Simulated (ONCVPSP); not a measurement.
**Potentials for Re (Z = 75) compared**

Generated with ld1.x 7.5 (TM, RRKJ, ultrasoft, PAW), atompaw 4.2 or ONCVPSP 4.0.1. The cutoff is in Ry: for ld1.x and atompaw files where the sum of valence levels is converged to 10 mRy in a Bessel basis, for ONCV files where the hardest occupied wave has 1 mHa per electron of residual kinetic energy. The error is the largest all-electron minus pseudo excitation energy over each file’s own four to seven test configurations (ionisations up to +4, promotions, holes and added fractions of an electron), all of which were solved. The labels leave out finer settings (local radius, basis sizes, second energies), which also bear on the numbers. Spin-polarised tests are not counted. The rows are a selection from randomly drawn settings: files with unsolved tests, undetermined cutoffs or missed reference levels are left out.

A true bound ghost makes a file unfit for plane-wave use even where its test errors are small: the radial tests pick states by their node count and pass the ghost by.

```tsv
potential	cutoff (Ry)	largest error (meV)	bound ghosts
ONCV, PBEsol, scalar-relativistic, rc 2.00/1.70/2.60/2.25 (spdf), local smoothed, core correction no, reference 5s2 5p6 5d5 6s2, qcut 6.9/9.9/6.3/5.4, projectors 2/2/2/2	53	-151	none
ONCV, BLYP, scalar-relativistic, rc 2.80/2.45/2.55 (spd), local p, core correction no, reference 5d5 6s2, qcut 2.7/3.6/6.5, projectors 2/0/3	27	+183	none
ONCV, BLYP, scalar-relativistic, rc 2.70/1.70/1.60 (spd), local smoothed, core correction yes, reference 5p6 5d5 6s2, qcut 1.9/7/6.3, projectors 1/2/1	31	-30	s
```

(1) Fill in the row for Re: ONCV, PBE, scalar-relativistic, rc 2.55/3.65/1.80 (spd), local smoothed, core correction yes, reference 5d5 6s1 6p1, qcut 2.3/2.5/5.1, projectors 1/2/2.

(2) Fill in the row for Re: ONCV, LDA (Perdew-Wang 92), scalar-relativistic, rc 2.00/1.90/2.35 (spd), local smoothed, core correction yes, reference 5s2 5p6 5d5 6s2, qcut 7.1/9.2/6.8, projectors 2/2/3.

(3) Fill in the row for Re: ONCV, LDA (Perdew-Wang 92), scalar-relativistic, rc 1.60/1.75/2.35/0.75 (spdf), local smoothed, core correction yes, reference 4f14 5s2 5p6 5d5 6s1 6p1, qcut 5.7/9.7/8/24.3, projectors 3/2/3/2.

Answers

(1) cutoff 34 Ry, largest error -23 meV, bound ghosts: none.

(2) cutoff 37 Ry, largest error -156 meV, bound ghosts: none.

(3) cutoff 487 Ry, largest error -201 meV, bound ghosts: s, p.
